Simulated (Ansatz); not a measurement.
Start from `C[O][Sn]([OH])([F])[Cl]` and change one atom or group to get `[OH][Sn]([OH])([F])[Cl]`.

Ansatz, PBE0-D4/def2-TZVP geometries, multiplicity 1. Each molecule was computed in one conformer, which needn't be the lowest.

Elements past krypton have def2 core potentials.

```csv
property,`C[O][Sn]([OH])([F])[Cl]`
LUMO energy (B3LYP/def2-TZVPP) / eV,-2.70
HOMO–LUMO gap (B3LYP/def2-TZVPP) / eV,5.76
size of the dipole moment (PBE/def2-TZVPP) / D,2.51
HOMO–LUMO gap (PBE0/def2-TZVPP) / eV,6.34
LUMO energy (PBE0/def2-TZVPP) / eV,-2.36
HOMO energy (PBE0/def2-TZVPP) / eV,-8.70
```

(1) What does the change do to each property? (Estimate.)

## Answers

(1) The calculation gave: 
| property | `[OH][Sn]([OH])([F])[Cl]` | shift |
| --- | --- | --- |
| LUMO energy (B3LYP/def2-TZVPP) / eV | -2.76 | -0.06 |
| HOMO–LUMO gap (B3LYP/def2-TZVPP) / eV | 6.66 | 0.90 |
| size of the dipole moment (PBE/def2-TZVPP) / D | 1.89 | -0.62 |
| HOMO–LUMO gap (PBE0/def2-TZVPP) / eV | 7.31 | 0.97 |
| LUMO energy (PBE0/def2-TZVPP) / eV | -2.41 | -0.05 |
| HOMO energy (PBE0/def2-TZVPP) / eV | -9.72 | -1.02 |

With PBE0 the HOMO falls by 1.02 eV and the LUMO falls by 0.05 eV, so the gap widens by about 0.97 eV. PBE moves the HOMO by -0.92 eV and ωB97M-V by -0.96 eV. The zero-point energy changes by -74.8 kJ/mol with -9 modes. Dipoles are sizes alone; their direction can turn.

B3LYP here is the variant with VWN-RPA as its local correlation; programs differ in this.
